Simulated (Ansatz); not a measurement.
The lowest singlet and triplet of C6H6 (SMILES c1ccccc1); geometries from B3LYP-D3(BJ)/def2-TZVP, each state relaxed from the structure named, with no frequency check.
Singlet at the triplet's geometry (charge 0, multiplicity 1):
```json
[
 {"atom": "C", "x (Å)": "1.2792", "y (Å)": "0.6206", "z (Å)": "-0.2187"},
 {"atom": "C", "x (Å)": "1.1378", "y (Å)": "-0.8388", "z (Å)": "-0.0199"},
 {"atom": "C", "x (Å)": "-0.2138", "y (Å)": "-1.4044", "z (Å)": "-0.2262"},
 {"atom": "C", "x (Å)": "-1.2711", "y (Å)": "-0.6044", "z (Å)": "0.0494"},
 {"atom": "C", "x (Å)": "-1.0744", "y (Å)": "0.7910", "z (Å)": "0.3079"},
 {"atom": "C", "x (Å)": "0.2013", "y (Å)": "1.3928", "z (Å)": "0.0568"},
 {"atom": "H", "x (Å)": "2.2270", "y (Å)": "1.0510", "z (Å)": "-0.5173"},
 {"atom": "H", "x (Å)": "1.7017", "y (Å)": "-1.2577", "z (Å)": "0.8189"},
 {"atom": "H", "x (Å)": "-0.3437", "y (Å)": "-2.4357", "z (Å)": "-0.5302"},
 {"atom": "H", "x (Å)": "-2.2826", "y (Å)": "-0.9915", "z (Å)": "0.0006"},
 {"atom": "H", "x (Å)": "-1.9282", "y (Å)": "1.4197", "z (Å)": "0.5187"},
 {"atom": "H", "x (Å)": "0.2722", "y (Å)": "2.4737", "z (Å)": "0.0134"}
]
```

A positive gap puts the triplet lower; no zero-point energy. R- takes a restricted singlet. U- takes an unrestricted singlet (broken symmetry where lower, unprojected). The triplet is unrestricted in single-reference levels.

Cores are frozen in the correlated methods.

Programs: Ansatz (a first-principles code). Each number belongs to the level named beside it.

Q: One of these levels gives -32.89 kcal/mol for the gap E(singlet) − E(triplet), vertical, at the triplet's geometry. Name it.
(A) R-B3LYP/def2-TZVPP
(B) R-SCS-MP2/cc-pVDZ
(C) U-BHLYP/def2-TZVPP (spin-contaminated)

A: C, U-BHLYP/def2-TZVPP (spin-contaminated). The others give -39.99 (R-B3LYP/def2-TZVPP), -58.99 (R-SCS-MP2/cc-pVDZ)

Doubts at one or more of the structures used: a restricted determinant that unrestricted orbitals would lower (R-SCS-MP2/cc-pVDZ); a spin-contaminated determinant (R-SCS-MP2/cc-pVDZ).
